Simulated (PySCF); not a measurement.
## Electric properties by functional and basis

Germanium monoxide, GeO.
Atom-mapped SMILES: `[O+:1]#[Ge-:2]`

PySCF, dipoles from the SCF density, polarisabilities from static response with core orbitals frozen. Isolated species at its PBE0-D3(BJ)/def2-SVP geometry, gas phase. Relativistic effects, spin–orbit coupling among them, are left out although an element past zinc is present.

Task: How do dipole and polarisability depend on functional and basis here?

Result: 

```csv
level,μ (D),error (%),α (Å³),anisotropy (Å³)
LDA/def2-SVPD,3.233,-1.2,4.68,1.72
PBE/def2-SVPD,3.199,-2.2,4.76,1.72
B3LYP/def2-SVPD,3.538,+8.1,4.62,1.61
PBE0/def2-SVPD,3.520,+7.6,4.61,1.51
BHandHLYP/def2-SVPD,3.896,+19.1,4.48,1.38
CAM-B3LYP/def2-SVPD,3.692,+12.8,4.54,1.51
wB97X-D/def2-SVPD,3.638,+11.2,4.60,1.51
LC-wPBE/def2-SVPD,3.667,+12.1,4.48,1.38
HF/def2-SVPD,4.292,+31.2,4.41,0.99
PBE0/6-31G*,2.963,-9.5,3.71,1.34
PBE0/def2-SVP,3.035,-7.2,3.69,1.23
PBE0/aug-cc-pVDZ,3.401,+3.9,4.62,1.69
PBE0/def2-TZVP,3.371,+3.0,4.18,1.49
PBE0/def2-TZVPD,3.439,+5.1,4.69,1.56
PBE0/aug-cc-pVTZ,3.435,+5.0,4.71,1.60
```

Reference dipole: 3.272 D (measured, gas; NIST CCCBDB Release 22 (SRD 101), experimental dipoles). The anisotropy is √(½[(α1 − α2)² + (α2 − α3)² + (α3 − α1)²]). For the dipole, the smallest error is 1.2% (LDA/def2-SVPD) and the largest 31.2% (HF/def2-SVPD). The dipole runs from 2.96 D (PBE0/6-31G*) to 4.29 D (HF/def2-SVPD). No reference polarisability is at hand; against PBE0 in the largest diffuse basis at hand (aug-cc-pVTZ) the other PBE0 rows deviate by 6-31G* -21%, def2-SVP -22%, aug-cc-pVDZ -2%, def2-SVPD -2%, def2-TZVP -11%, def2-TZVPD 0%. In one basis (def2-SVPD) the functionals order the polarisability from HF (lowest) to PBE (highest), a spread of 8%. With PBE0 the polarisability is 3.86 Å³ without diffuse functions (mean of 6-31G*, def2-SVP and def2-TZVP) and 4.66 Å³ with them (mean of aug-cc-pVDZ, def2-SVPD, def2-TZVPD and aug-cc-pVTZ). Measured values can belong to vibrating molecules; the computed ones are for one fixed geometry.
